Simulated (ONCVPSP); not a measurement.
ruthenium, ONCV: configuration errors across variants

| Quantity | Value |
| --- | --- |
| Element | Ru |
| Generator | ONCVPSP 4.0.1 |
| Type | optimised norm-conserving Vanderbilt (ONCV) |
| Functional | PBE |
| Relativity | scalar-relativistic |
| Frozen core | [Ar] 3d10 |
| Valence charge | 16 |
| Reference configuration | 4s2 4p6 4d7 5s0.5 5p0.5 |
| Partial waves | 4s+5s: rc 1.85 bohr, ncon 4, nbas 7, qcut 7.3 1/bohr, 2 projectors; 4p+5p: rc 2.20 bohr, ncon 3, nbas 6, qcut 7.2 1/bohr, 2 projectors; 4d: rc 2.15 bohr, ncon 4, nbas 9, qcut 8 1/bohr, 1 projector |
| Local potential | polynomial inside 1.25 bohr (lpopt 5, dvloc0 0 Ha) |
| Core correction | Teter function fitted to the true core (icmod 2), fcfact 0.4 |

All-electron excitation energies from the reference (eV): (1) 4s2 4p6 4d7 5s1 5p0 -1.694; (2) 4s2 4p6 4d7 5s0 5p0 5.598; (3) 4s2 4p6 4d7.5 5s0.5 5p0 -2.012.

1 further variants failed, have other tests or too few solved ones, and are left out.

Errors AE − PS in meV (a dash: test not solved or not reliable):

```csv
change,(1),(2),(3),bound ghosts,GHOST(+) flags above zero
base,+0.2,-1.3,-0.7,none,s
d: qcut 11.5,+0.1,-1.9,-0.2,none,s
d: qcut 10.6,+0.2,-1.3,-0.8,none,s
s: qcut 8; p: qcut 7.9; d: qcut 8.7,+0.2,-1.3,-0.7,none,s
p: rc 2.6,+0.1,-1.5,-0.7,none,s
```

Question: Give the same row for: core correction none.

Answer: +0.3, -1.1, -0.7; bound ghosts: none; GHOST(+) flags above zero: s.
